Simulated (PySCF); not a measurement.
**Do core-level shifts follow atomic charges?**

Compound: C3H6OSi.
SMILES with atom numbers: `[CH2:1]=[C:2]([SiH3:3])[CH:4]=[O:5]`

Binding energies: PySCF, delta-SCF UKS SCAN, pcX-2 on the ionised atom, pcseg-1 elsewhere, spin-free X2C. Charges: PBE0/pcSseg-1 ground-state density, for the ionised atom.

```
atom                      environment  C 1s (eV)  Mulliken (e)  IAO (e)  Hirshfeld (e)  ESP (e)
  C2  fully substituted alkene carbon     290.68        -0.585   -0.306         -0.097   -0.095
  C1             terminal =CH2 carbon     291.07        -0.040   -0.241         -0.049   -0.397
  C4                  aldehyde carbon     293.37        +0.325   +0.253         +0.117   +0.422
```

Problem. How well does each charge scheme correlate with the binding energies over these sites?

Solution. IAO: r = 1.00, slope 4.8 eV per e; Hirshfeld: r = 1.00, slope 12.9 eV per e; Mulliken: r = 0.88, slope 2.8 eV per e; ESP: r = 0.87, slope 3.1 eV per e. On 3 points no scheme stands out.

Problem. The point-charge model writes a binding energy as kq + V + constant, with V the potential of the other atoms' charges at the site. What does it give with the IAO charges?

Solution. V = Σ 14.40 eV Å × q/r over all other atoms: +3.11 eV at C2, +3.00 eV at C1, -4.57 eV at C4. Fitting binding energy − V to q gives k = 19.1 eV per e and leaves an rms residual of 0.30 eV, against 0.03 eV for the fit on q alone. The model has no term for differences in relaxation between sites.

Geometry: GFN2-xTB, one conformer, isolated molecule.

Shape of the structure used: `[CH2:1]=[C:2]([SiH3:3])[CH:4]=[O:5]`: C1–C2–C4–O5 180°.
